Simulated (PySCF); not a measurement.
The isolated species `[SiH3][GeH2][CH]1CC1` is ionised with Mg Kα (hν = 1253.6 eV). Calculated photoelectron kinetic energies of its computed core levels, recoil neglected:

```json
{"line": "1", "kinetic energy (eV)": "1147.23"}
{"line": "2", "kinetic energy (eV)": "1146.61"}
{"line": "3", "kinetic energy (eV)": "963.40"}
{"line": "4", "kinetic energy (eV)": "963.01"}
```

Computed, not measured: PySCF 2.14.0, delta-SCF UKS SCAN, pcX-2 on the ionised atom, pcseg-1 elsewhere, spin-free X2C.

Which element, shell and site does each line come from? Numbering: `[SiH3:1][GeH2:2][CH:3]1[CH2:4][CH2:5]1`.

Against the vacuum level, binding energy = hν − kinetic energy.

```json
{"line": "1", "binding energy (eV)": "106.37", "level": "Si 2p3/2", "atoms": "Si1", "environment": "SiH3 silicon"}
{"line": "2", "binding energy (eV)": "106.99", "level": "Si 2p1/2", "atoms": "Si1", "environment": "SiH3 silicon"}
{"line": "3", "binding energy (eV)": "290.20", "level": "C 1s", "atoms": "C3", "environment": "sp3 carbon bound to germanium"}
{"line": "4", "binding energy (eV)": "290.59", "level": "C 1s", "atoms": "C4/C5", "environment": "three-membered-ring carbon"}
```

Out of reach at this photon energy: Si 1s (1846.1 eV).

Where does line 3 move with hν = 1486.6 eV?

To 1486.6 − 290.20 = 1196.40 eV; every photoline shifts by the change in photon energy, +233.0 eV.

Lowest listed C 1s: C3, bonded to 2 C, H and Ge. Highest, 0.39 eV above it: C4/C5, bonded to 2 C and 2 H.

Which photon energy gives electrons from Si 2p3/2 of Si1 a kinetic energy of 20 eV, and what is their de Broglie wavelength?

hν = 106.37 + 20 = 126.37 eV, recoil neglected; λ = 12.264 Å/√(E/eV) = 2.74 Å.

Other core shells, valence and Auger electrons aren't listed. Topologically equivalent atoms share the value of their first member; where this conformer doesn't relate them by symmetry, their own values could differ. Spin–orbit and ligand-field terms were added within each 2p shell after the spin-free SCF. 2p1/2 minus 2p3/2 (ligand field included): Si 0.62 eV. No level of germanium is listed. Isolated species at its PBE0-D3(BJ)/def2-SVP geometry (one conformer only).

On one thread of an Arm Neoverse V2, no GPU, on a shared host, this took 24 s and 0.61 GiB of memory at its peak.

The values belong to the conformer `[SiH3:1][GeH2:2][CH:3]1[CH2:4][CH2:5]1`: Si1–Ge2–C3–C4 -78°.
